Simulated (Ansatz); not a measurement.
`[F][Hf]([F])([F])[Cl]` + HBr → `[F][Hf]([F])([Cl])[Br]` + H–F at 700 K and 1 bar (ligand exchange at the Hf–F bond).

Computed with Ansatz on PBE0-D4/def2-TZVP structures; ΔE is electronic, products minus reactants. CBS: MP2 limit from def2 TZ/QZ plus the TZ coupled-cluster correction, frozen cores. This one scheme is used for every species. def2 core potentials past Kr. For Br, Hf outer-core shells are correlated without core-valence functions, which leaves a few kJ/mol of doubt a bond. Scalar relativity is left out up to krypton.

```
                 species  CCSD(T)/CBS energy (Eh)  H − E (kJ/mol)  S (J/(mol·K))
 `[F][Hf]([F])([F])[Cl]`               -807.38599            78.8          435.8
                     HBr              -2573.91920            36.5          223.7
`[F][Hf]([F])([Cl])[Br]`              -3280.90483            78.1          470.1
                     H–F               -100.39570            45.2          198.5
```

H − E and S are ideal-gas, rigid-rotor, harmonic terms from PBE0-D4/def2-TZVP. 1 Eh = 2625.50 kJ/mol, R = 8.31446 J/(mol·K).

Task: By hand: ΔE, ΔH, ΔS and ΔG.

Result: ΔE = (-3280.90483) + (-100.39570) − (-807.38599) − (-2573.91920) = 0.00466 Eh = 12.2 kJ/mol. Δ(H − E) = 78.1 + 45.2 − 78.8 − 36.5 = 8.0, so ΔH = 20.2 kJ/mol. ΔS = 470.1 + 198.5 − 435.8 − 223.7 = 9.1 J/(mol·K). ΔG = 20.2 − 700 × (9.1)/1000 = 13.8 kJ/mol.

Task: By hand: the equilibrium constant, and the temperature at which ΔG would vanish if ΔH and ΔS stayed fixed.

Result: log₁₀ K = −ΔG/(RT ln 10) = -1.0. ΔG = 0 at ΔH/ΔS = 2220 K, though so small a ΔS makes that figure unsure.

The number of gas molecules stays the same, so ΔS is small and ΔH decides. A doubt of 5 kJ/mol in ΔE shifts log₁₀ K by 0.4 here. These are equilibria of isolated gas molecules and say nothing of rates. Largest T1 diagnostic: 0.016 (customary marks: 0.02 for closed shells, 0.045 for open ones).
